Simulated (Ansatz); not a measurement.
Cost and result for the atomization energy of `O[SiH](O)C[SiH](O)F` (14 atoms, 13 bonds).

Z-matrix (Å, degrees):
```
Si
O 1 1.641
C 1 1.872 2 109.1
O 1 1.636 2 107.6 3 -122.5
H 1 1.482 2 112.8 3 121.8
H 2 0.961 1 116.7 3 -32.5
Si 3 1.847 1 115.6 2 57.4
H 3 1.098 1 107.5 2 -64.1
H 3 1.096 1 108.8 2 -179.8
H 4 0.959 1 117.1 2 34.6
O 7 1.631 3 114.7 1 -170.8
F 7 1.615 3 105.5 1 -50.5
H 7 1.475 3 114.5 1 66.8
H 11 0.958 7 119.4 3 43.9
```

Total charge 0; spin multiplicity 1. All single points use the PBE0-D4/def2-TZVP geometry. It is a higher conformer; a search finds a lower one. Program: Ansatz. All runs use 2 threads of an AMD EPYC 7R13 on a shared host and a share of an NVIDIA H100 80 GB. Times are those of one run each, without the atoms' runs, and a repeat can differ threefold. Electronic energies, without spin–orbit coupling; frozen cores. CCSD(T)/CBS adds CCSD(T) − MP2 in def2-TZVPP to the MP2 limit, and its time is that of the two runs behind it. T1 = 0.012.

CCSD(T)/CBS is a level of theory with its own doubt, some kJ/mol a heavy atom from the limit and from the frozen cores, so smaller differences don't rank the functionals.

```
                           level  functions  wall time
             BHLYP-D4/def2-TZVPP        337       13 s
         CAM-B3LYP-D4/def2-TZVPP        337       13 s
          LDA (SPW92)/def2-TZVPP        337       14 s
           r2SCANh-D4/def2-TZVPP        337       14 s
                  MP2/def2-QZVPP        635       14 s
                CCSD(T)/def2-SVP        141       15 s
ωB97M-V/def2-TZVPP (with forces)        337       17 s
              CCSD(T)/def2-TZVPP        337       17 s
 PBE-D4/def2-TZVPP (with forces)        337       21 s
             PBE-QIDH/def2-TZVPP        337       23 s
               B2PLYP/def2-TZVPP        337       31 s
               CCSD(T)/CBS(def2)          –       31 s
               B97M-V/def2-TZVPP        337       42 s
```

(1) What atomization energy does each give, and how far from CCSD(T)/CBS? (Estimate.)

## Answers

(1) The calculation gave: 
| level | atomization (kcal/mol) | difference from CCSD(T)/CBS | per bond |
| --- | --- | --- | --- |
| BHLYP-D4/def2-TZVPP | 1280.5 | -55.3 | -4.3 |
| CAM-B3LYP-D4/def2-TZVPP | 1332.5 | -3.3 | -0.3 |
| LDA (SPW92)/def2-TZVPP | 1515.0 | 179.2 | 13.8 |
| r2SCANh-D4/def2-TZVPP | 1319.2 | -16.6 | -1.3 |
| MP2/def2-QZVPP | 1353.7 | 17.9 | 1.4 |
| CCSD(T)/def2-SVP | 1224.6 | -111.2 | -8.6 |
| ωB97M-V/def2-TZVPP (with forces) | 1332.2 | -3.6 | -0.3 |
| CCSD(T)/def2-TZVPP | 1295.6 | -40.2 | -3.1 |
| PBE-D4/def2-TZVPP (with forces) | 1338.4 | 2.6 | 0.2 |
| PBE-QIDH/def2-TZVPP | 1312.3 | -23.5 | -1.8 |
| B2PLYP/def2-TZVPP | 1311.7 | -24.1 | -1.9 |
| CCSD(T)/CBS(def2) | 1335.8 | 0.0 | 0.0 |
| B97M-V/def2-TZVPP | 1326.9 | -8.9 | -0.7 |

From PBE to PBE0 (25 % exact exchange), in def2-TZVPP and without D4, the atomization energy moves by −24.2 kcal/mol: exact exchange takes away binding that semilocal exchange gives to molecules. In def2-TZVPP, CCSD(T) changes the Hartree–Fock value by +330.9 kcal/mol (the triples alone add +18.9 kcal/mol) and MP2 by +364.7 kcal/mol; breaking electron pairs costs correlation energy, which Hartree–Fock lacks. The D4 term adds +12.9 kcal/mol with B3LYP and +6.8 kcal/mol with PBE0; it sums over pairs of atoms, weighted by their polarisabilities, and B3LYP, whose exchange is more repulsive, gets the larger term.

B3LYP here is the variant with VWN-RPA as its local correlation; programs differ in this.
